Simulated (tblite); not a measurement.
C5H12N2.
Bonds: C1–N2, N2–N3, N3–C4, N3–C5, C5–C6, C6–C7, C5–C7. Hydrogens: H8, H9, H10 on C1; H11 on N2; H12, H13, H14 on C4; H15 on C5; H16, H17 on C6; H18, H19 on C7.

Computed with GFN2-xTB (tblite), gas phase: Langevin dynamics at 400 K from the optimised GFN2-xTB geometry, time step 0.5 fs, friction 0.01 fs⁻¹, 2000 steps. The instantaneous temperature is 2·E(kin)/(3Nk) with all 3N coordinates.

```
t (fs)  T (K)  E(pot) above start (eV)  C1–N2 (Å)  N2–N3 (Å)  N3–C4 (Å)  N3–C5 (Å)  C5–C6 (Å)  C1–H8 (Å)  C1–N2–N3–C4 (°)
     0    325                    0.000      1.447      1.417      1.451      1.436      1.500      1.089             -154
    50    314                    0.747      1.444      1.418      1.429      1.469      1.493      1.090             -164
   100    362                    1.017      1.408      1.354      1.421      1.533      1.537      1.118             -158
   150    390                    1.176      1.418      1.437      1.438      1.386      1.498      1.107             -163
   200    411                    1.091      1.506      1.423      1.516      1.432      1.516      1.120             -157
   250    328                    0.814      1.433      1.371      1.465      1.492      1.516      1.070             -148
   300    339                    0.860      1.449      1.408      1.497      1.432      1.502      1.095             -142
   350    411                    0.986      1.475      1.440      1.424      1.448      1.476      1.066             -160
   400    356                    1.022      1.477      1.427      1.443      1.426      1.505      1.085             -178
   450    550                    1.010      1.391      1.373      1.526      1.478      1.529      1.102             -157
   500    408                    1.017      1.430      1.375      1.430      1.376      1.529      1.117             -129
   550    322                    1.217      1.496      1.450      1.473      1.366      1.544      1.099             -120
   600    401                    1.124      1.476      1.387      1.388      1.370      1.518      1.077             -115
   650    484                    0.863      1.435      1.459      1.461      1.483      1.516      1.073             -114
   700    365                    0.846      1.470      1.397      1.455      1.491      1.548      1.117             -102
   750    355                    0.669      1.494      1.399      1.430      1.466      1.502      1.059             -121
   800    343                    1.034      1.402      1.460      1.391      1.438      1.472      1.109             -134
   850    367                    0.923      1.501      1.419      1.467      1.381      1.466      1.111             -110
   900    332                    0.802      1.429      1.488      1.492      1.464      1.563      1.114             -133
   950    285                    0.981      1.468      1.375      1.410      1.460      1.514      1.046             -143
  1000    439                    0.641      1.503      1.395      1.429      1.428      1.465      1.105             -153
```

Q: From 500 fs on, how do temperature and potential energy compare with equipartition?

A: The mean temperature of these 11 frames is 373 K against the target 400 K, and the mean potential energy 0.92 eV against 51 × kT/2 = 0.88 eV for 51 classical harmonic modes. For 19 atoms in a canonical ensemble the temperature itself scatters by T·√(2/(3N)) = 75 K; here its standard deviation is 54 K. The whole run lasts only 10 friction times of 100 fs, so these averages carry a wide statistical error.

Q: What are the kinetic and total energies of the listed frame with the highest potential energy?

A: The one at 550 fs, 1.217 eV above the start. Its kinetic energy is 3NkT/2 = 0.792 eV at 322 K, so the sum is 2.01 eV; over the listed frames the sum runs from 0.80 to 2.36 eV, since the thermostat adds and removes energy.

Q: How much do the listed bonds fluctuate from 500 fs on?

A: 
| bond | at the start (Å) | mean (Å) | standard deviation (Å) |
| --- | --- | --- | --- |
| C1–N2 | 1.447 | 1.464 | 0.033 |
| N2–N3 | 1.417 | 1.419 | 0.037 |
| N3–C4 | 1.451 | 1.439 | 0.032 |
| N3–C5 | 1.436 | 1.429 | 0.046 |
| C5–C6 | 1.500 | 1.513 | 0.032 |
| C1–H8 | 1.089 | 1.093 | 0.024 |

The motion is classical and holds no zero-point motion.

What follows is the cost of the whole dynamics run. Hardware: an Intel Xeon at 2.50 GHz with one thread, shared host with 64 logical CPUs at a one-minute load of 60. Cost: 36 s, 0.18 GiB resident at most.
